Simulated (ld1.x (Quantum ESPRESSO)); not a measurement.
What one change does to a pseudopotential (I, TM)

* Element: I
* Generator: ld1.x (Quantum ESPRESSO) 7.5
* Type: norm-conserving Troullier–Martins (Kleinman–Bylander form)
* Functional: PW91
* Relativity: scalar-relativistic
* Frozen core: [Kr]
* Valence charge: 17
* Reference configuration: 4d10 5s2 5p5
* Partial waves: 5s (bound): rc 1.45 bohr; 5p (bound): rc 1.55 bohr; 4d (bound): rc 1.10 bohr
* Local potential: all-electron potential smoothed inside 1.30 bohr (lloc = -1)
* Core correction: Bessel-smoothed model core inside 0.75 bohr

All-electron outer shells of the reference configuration (PW91, scalar-relativistic, ld1.x):

| shell | level (eV) | outermost node (bohr) | outermost maximum (bohr) |
| --- | --- | --- | --- |
| 4s | -180.61 | 0.37 | 0.68 |
| 4p | -127.60 | 0.37 | 0.72 |
| 4d | -50.33 | 0.35 | 0.78 |
| 5s | -17.48 | 0.88 | 1.70 |
| 5p | -7.13 | 0.96 | 2.02 |

Change: wave 4d (bound): rc 1.10 bohr becomes 4d (bound): rc 1.56 bohr.

Cutoffs: the cutoffs (Ry, on a coarse ladder) from which the occupation-weighted sum of valence levels, in a spherical-Bessel basis at the reference potential, stays within 10 and 1 mRy of its value at 400 Ry; they do not see the model core or the augmentation charge, which bear on the density cutoff. Errors are all-electron minus pseudo energies relative to the spin-unpolarised reference configuration.

Question: How do hardness, ghosts and transferability respond?

Answer: The potential gets softer (120 Ry and 200 Ry → 100 Ry and 180 Ry); both files keep a bound ghost (p, s); the errors of the 7 common tests hardly move. A larger radius leaves more room for a smooth pseudo-wave, so fewer plane waves are needed.

```tsv
quantity	base	changed
cutoff, loose	120 Ry	100 Ry
cutoff, tight	200 Ry	180 Ry
loose cutoff by channel (10 mRy a level)	s 35 Ry, p 45 Ry, d 100 Ry	s 35 Ry, p 45 Ry, d 80 Ry
bound ghosts	s, p	s, p
error for 4d10 5s2 5p4, meV [ΔE 11.19 eV]	-22	-22
error for 4d10 5s2 5p3, meV [ΔE 31.10 eV]	-77	-78
error for 4d10 5s2 5p2, meV [ΔE 60.52 eV]	-133	-134
error for 4d9 5s2 5p6, meV [ΔE 45.87 eV]	-1016	-954
error for 4d9 5s2 5p5, meV [ΔE 58.30 eV]	-1100	-1039
error for 4d10 5s2 5p1, meV [ΔE 100.05 eV]	-132	-134
error for 4d10 5s2 5p5.3, meV [ΔE -1.80 eV]	-1.1	-1.1
s: phases at 1.71 bohr within 0.05 rad from the reference energy up to (Ry; the scan ends near 5)	4.6	4.6
p: phases at 1.71 bohr within 0.05 rad from the reference energy up to (Ry; the scan ends near 5)	0.3	0.3
d: phases at 1.71 bohr within 0.05 rad from the reference energy up to (Ry; the scan ends near 5)	3.4	2.5
```

 A true bound ghost makes a file unfit for plane-wave use even where its test errors are small: the radial tests pick states by their node count and pass the ghost by.
